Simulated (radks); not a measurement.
Problem. Pd XXVII, configuration [Ar] 3d2 (the NIST ground configuration). All-electron calculation, Dirac Kohn-Sham, PBE, spin-unpolarised, spherical densities, finite nucleus; open shells fill j = l - 1/2 first; Fermi nuclear charge, rms radius 4.5318 fm. Program: a radial shooting solver on a logarithmic mesh with Libxc functionals. Some entries of the table are withheld. Estimate them.

| orbital | occ. | eigenvalue (eV) | <1/r> (bohr^-1) | r(max) (bohr) |
|---|---|---|---|---|
| 1s1/2 | 2 | -25303.08 | 48.24 | 0.02065 |
| 2s1/2 | 2 | -4659.828 | (1) | 0.1166 |
| 2p1/2 | 2 | (2) | 11.12 | (3) |
| 2p3/2 | 4 | (4) | 10.49 | (5) |
| 3s1/2 | 2 | -1600.905 | 4.254 | 0.3256 |
| 3p1/2 | 2 | -1508.543 | (6) | 0.3097 |
| 3p3/2 | 4 | -1473.523 | (7) | 0.3178 |
| 3d3/2 | 2 | (8) | 3.900 | (9) |
| 3d5/2 | 0 | (10) | 3.860 | (11) |
| 4s1/2 | 0 | -788.1318 | 2.132 | 0.6822 |
| 4p1/2 | 0 | -750.4005 | 2.091 | 0.6801 |
| 4p3/2 | 0 | -738.4754 | 2.037 | 0.6924 |

Solution. 
(1) 2s1/2 <1/r> (bohr^-1): 11.16
(2) 2p1/2 eigenvalue (eV): -4412.195
(3) 2p1/2 r(max) (bohr): 0.09030
(4) 2p3/2 eigenvalue (eV): -4251.066
(5) 2p3/2 r(max) (bohr): 0.09442
(6) 3p1/2 <1/r> (bohr^-1): 4.184
(7) 3p3/2 <1/r> (bohr^-1): 4.027
(8) 3d3/2 eigenvalue (eV): -1326.350
(9) 3d3/2 r(max) (bohr): 0.2548
(10) 3d5/2 eigenvalue (eV): -1318.583
(11) 3d5/2 r(max) (bohr): 0.2570
